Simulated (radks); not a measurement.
All-electron atom: O5+ in [He] 2s1. Calculated with a radial shooting solver on a logarithmic mesh with Libxc functionals: scalar-relativistic Kohn-Sham, LDA (Slater exchange, Perdew-Wang correlation), spin-polarised, spherical densities, point nucleus; open shells are filled with parallel spins first.

Local quantities along the radius. ELF = 1/(1 + alpha^2) is the electron localisation function; alpha = (tau - tau_W)/tau_unif compares the Pauli kinetic energy density with that of the uniform gas (summed over spins); 4 pi r^2 rho is in e/bohr; s = |grad rho|/(2 (3 pi^2)^(1/3) rho^(4/3)) is the reduced gradient. tau is taken from the large components.

r (bohr),ELF,alpha,4 pi r^2 rho,s
0.01134,1.000,4.407e-06,0.4203,0.4122
0.01374,1.000,6.665e-06,0.5935,0.4161
0.01679,1.000,0.00001039,0.8428,0.4216
0.02034,1.000,0.00001613,1.168,0.4286
0.02484,1.000,0.00002596,1.621,0.4379
0.03035,1.000,0.00004262,2.214,0.4498
0.03677,1.000,0.00007018,2.933,0.4643
0.04491,1.000,0.0001214,3.842,0.4836
0.05441,1.000,0.0002123,4.847,0.5072
0.06646,1.000,0.0003960,5.972,0.5389
0.08053,1.000,0.0007559,7.017,0.5785
0.09836,1.000,0.001575,7.902,0.6329
0.1201,1.000,0.003542,8.372,0.7065
0.1456,1.000,0.008416,8.257,0.8034
0.1778,0.999,0.02317,7.456,0.9448
0.2154,0.995,0.06958,6.113,1.138
0.2631,0.940,0.2521,4.403,1.419
0.3188,0.529,0.9427,2.855,1.745
0.3894,0.101,2.980,1.718,1.882
0.4756,0.078,3.441,1.217,1.297
0.5763,0.422,1.170,1.188,0.6836
0.7039,0.949,0.2316,1.286,0.7055
0.8529,0.998,0.04586,1.219,1.045
1.042,1.000,0.008431,0.9058,1.607
1.262,1.000,0.001594,0.5140,2.494
1.542,1.000,0.0002559,0.2021,4.235
1.883,1.000,0.00003525,0.05260,8.026
2.282,1.000,4.286e-06,0.009124,16.99
2.787,1.000,3.589e-07,0.0008309,44.36

On this mesh the ELF has minima near r = 0.43 bohr, which separate the shells.

Self-consistent cycle (total energy in hartree, residual of the potential): 1: -63.607911, 4e+00; 2: -63.677642, 3e+00; 3: -63.740085, 2e-02; 4: -63.740121, 6e-03; 5: -63.740121, 3e-04; 6: -63.740121, 3e-06; 7: -63.740121, 1e-06; 8: -63.740121, 6e-07; 9: -63.740121, 3e-07; 10: -63.740121, 2e-07; 11: -63.740121, 1e-07; 12: -63.740121, 2e-11.
